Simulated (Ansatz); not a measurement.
Saddle search on GeSiH$_{4}$Cl$_{2}$, singlet by partitioned rational-function steps on PBE0-D4/def2-TZVP gradients (Ansatz 0.2.0), from this start:

```tsv
atom	x (Å)	y (Å)	z (Å)
Si1	-0.8664	-0.1392	0.2185
Ge2	2.0875	0.3738	0.1458
H3	0.7673	-0.4195	0.8637
Cl4	1.6998	-0.6153	-1.8094
Cl5	0.2510	1.9584	-0.0816
H6	-1.3855	0.0403	1.6025
H7	-1.8407	0.3836	-0.7832
H8	-0.7129	-1.5821	-0.1564
```

```csv
step,energy less the last (meV),largest force (eV/Å),curvature followed (eV/Å²)
1,12.4,0.229,-1.60
2,26.5,0.528,-1.59
3,6.6,0.321,-2.50
4,2.7,0.281,-2.41
5,1.9,0.092,-2.29
6,1.7,0.037,-2.05
7,1.0,0.023,-1.93
8,0.4,0.028,-1.93
9,0.3,0.016,-2.06
10,0.3,0.055,-2.04
11,0.0,0.024,-2.00
12,1.2,0.123,-2.01
13,0.0,0.005,-2.01
```

The search ended at:

```
8
angstrom
Si -0.8764 -0.1378 0.2282
Ge 2.0712 0.3830 0.1525
H 0.7462 -0.4545 0.8060
Cl 1.8132 -0.5888 -1.8180
Cl 0.2321 1.9271 -0.0977
H -1.3508 0.0688 1.6147
H -1.8597 0.3847 -0.7543
H -0.7758 -1.5825 -0.1314
```
